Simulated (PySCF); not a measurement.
A PySCF script (with the pyscf-properties extension) for the NMR shieldings of SMILES c1cc2nc(C[SiH3])sc2cc1, C8H9NSSi, on a GFN2-xTB geometry:

```python
import basis_set_exchange as bse
import numpy as np
from pyscf import gto, dft
from pyscf.prop import nmr

atoms = """
Si   -3.605622   -0.033266    0.533612
C    -2.563424   -0.277257   -1.061735
C    -1.144320   -0.094459   -0.747835
N    -0.360203   -1.002879   -0.314033
C     0.894065   -0.534613   -0.046218
C     1.963471   -1.285803    0.429637
C     3.172872   -0.659831    0.649462
C     3.333705    0.701118    0.402661
C     2.285640    1.468131   -0.069603
C     1.070542    0.845757   -0.291441
S    -0.417995    1.526307   -0.878435
H    -3.184216   -1.020026    1.523396
H    -3.387844    1.326221    1.028977
H    -5.004849   -0.220214    0.150220
H    -2.874944    0.439098   -1.820402
H    -2.719375   -1.285283   -1.443844
H     1.828192   -2.339149    0.616086
H     4.010788   -1.232178    1.019238
H     4.291958    1.165968    0.579548
H     2.406411    2.523036   -0.262326
"""
names = dict.fromkeys(["Si", "C", "N", "S", "H"], "pcSseg-1")
basis = {el: gto.basis.parse(bse.get_basis(n, elements=[el], fmt="nwchem")) for el, n in names.items()}
mol = gto.M(atom=atoms, basis=basis, charge=0, verbose=0)
mf = dft.RKS(mol, xc="PBE0")
mf.grids.level = 2
mf.grids.alignment = dft.numint.BLKSIZE   # the property module wants whole blocks of grid points
mf.conv_tol = 1e-9
mf.kernel()

calc = nmr.RKS(mf)   # GIAO
C = mf.mo_coeff
Co = C[:, mf.mo_occ > 0]
resp = mf.gen_response(singlet=True, hermi=2)
def vind(x):   # induced exchange potential for any number of trial vectors
    d = np.einsum("pi,xij,qj->xpq", C, 2 * x.reshape(-1, C.shape[1], Co.shape[1]), Co, optimize=True)
    return np.einsum("xpq,pi,qj->xij", resp(d - d.transpose(0, 2, 1)), C, Co, optimize=True).ravel()
mo1, _ = nmr.rhf.solve_mo1(calc, with_cphf=vind)
sigma = calc.kernel(mo1)
for i, s in enumerate(sigma):   # ppm
    w = np.linalg.eigvalsh((s + s.T) / 2)
    print("%2d %-2s iso %8.1f  s11 %8.1f  s22 %8.1f  s33 %8.1f" % (i, mol.atom_pure_symbol(i), w.mean(), *w))
```

**Question.** Give the expected output.

**Answer.** 
```
 0 Si iso    409.9  s11    368.5  s22    402.3  s33    458.8
 1 C  iso    165.7  s11    147.8  s22    154.4  s33    194.9
 2 C  iso     12.6  s11    -47.5  s22      0.3  s33     85.0
 3 N  iso    -71.6  s11   -328.1  s22    -72.8  s33    186.0
 4 C  iso     29.9  s11    -45.7  s22     25.3  s33    110.2
 5 C  iso     58.2  s11    -35.7  s22     40.2  s33    170.1
 6 C  iso     56.0  s11    -52.2  s22     42.2  s33    177.9
 7 C  iso     57.9  s11    -49.4  s22     45.6  s33    177.5
 8 C  iso     60.5  s11    -40.4  s22     45.4  s33    176.4
 9 C  iso     41.4  s11    -22.0  s22     20.4  s33    125.7
10 S  iso    270.8  s11     48.6  s22    326.8  s33    437.2
11 H  iso     27.6  s11     23.5  s22     27.0  s33     32.4
12 H  iso     27.7  s11     23.6  s22     27.6  s33     31.9
13 H  iso     27.5  s11     24.5  s22     24.5  s33     33.6
14 H  iso     29.1  s11     23.9  s22     29.2  s33     34.1
15 H  iso     28.6  s11     24.1  s22     26.9  s33     34.9
16 H  iso     23.5  s11     18.9  s22     24.2  s33     27.3
17 H  iso     24.0  s11     20.0  s22     25.2  s33     26.8
18 H  iso     24.2  s11     20.1  s22     25.4  s33     27.0
19 H  iso     23.6  s11     18.2  s22     24.1  s33     28.6
```

These numbers come from an equivalent density-fitted implementation of the same equations, which agrees with the script to about 0.01 ppm for H and up to a few tenths of a ppm for heavy atoms, so last digits may differ.

**Question.** Turn these shieldings into chemical shifts. Shifts are taken against calculated references (same method and geometry level): $^{29}$Si (σ = 349.16 ppm), $^{13}$C (σ = 186.93 ppm), $^{1}$H (σ = 31.72 ppm) against TMS; NH3 for $^{15}$N (σ = 267.73 ppm); $^{33}$S (σ = 503.73 ppm) against CS2.

**Answer.** Averaging equivalent atoms: Si 0: -60.7; C 2: 174.3; C 4: 157.0; C 9: 145.6; C 6: 130.9; C 7: 129.0; C 5: 128.7; C 8: 126.5; C 1: 21.2; N 3: 339.4; S 10: 233; H 16: 8.26; H 19: 8.09; H 17: 7.72; H 18: 7.56; H 11/12/13: 4.09; H 14/15: 2.87 ppm. Experimental scales use liquid or dissolved standards, which lie at an offset from isolated NH3 (liquid NH3: subtract about 20 ppm). Unscaled 15N shifts of sp2 nitrogen come out 20 to 40 ppm too high even then.

Size and cost of the density-fitted run: 246 basis functions, 80 s wall time on 1 thread of an x86-64 server CPU, shared host.
